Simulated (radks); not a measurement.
Species: the germanium anion Ge4-. Configuration: [Kr].

Calculated with a radial shooting solver on a logarithmic mesh with Libxc functionals: scalar-relativistic Kohn-Sham, LB94 model potential, spin-unpolarised, spherical densities, finite nucleus; Fermi nuclear charge, rms radius 4.0742 fm; Watson sphere of charge +4 and radius 3.01 bohr.

Energy parts (eV; the electron-nucleus part includes the sphere):
| part | energy |
|---|---|
| kinetic | 58475.297 |
| electron-nucleus | -140609.687 |
| Hartree | 25994.083 |
(The LB94 potential has no energy functional, so no total or exchange-correlation energy is given.)

Orbitals (lengths in bohr, moments of r in powers of bohr; <r^-3> diverges for s and p1/2; r(90%) holds 90 % of the orbital's charge):
orbital  occ.  eigenvalue (eV)  <r^-3>  r(90%)       <r^4>   <1/r>
1s          2        -11045.96       -  0.0838  0.00002250   32.42
2s          2        -1393.854       -   0.323    0.004609   7.114
2p          6        -1221.646    1007   0.299    0.003366   6.995
3s          2        -173.5555       -   0.938      0.3305   2.269
3p          6        -121.0894   134.6   0.998      0.4257   2.123
3d         10         -35.1709   14.55    1.23       1.154   1.794
4s          2         -16.3559       -    3.41       55.89  0.5956
4p          6          -9.2208   5.005    4.55       178.8  0.4276

The highest occupied level is 4p at -9.221 eV. Summed over all electrons, <r^2> = 84.43 bohr^2, which gives a Langevin (diamagnetic) susceptibility term of -66.9 x 10^-6 cm^3/mol. The electron density at the nucleus is 3.208e+04 e/bohr^3 (large components only). The density falls to 0.001 e/bohr^3 at r = 5.23 bohr.
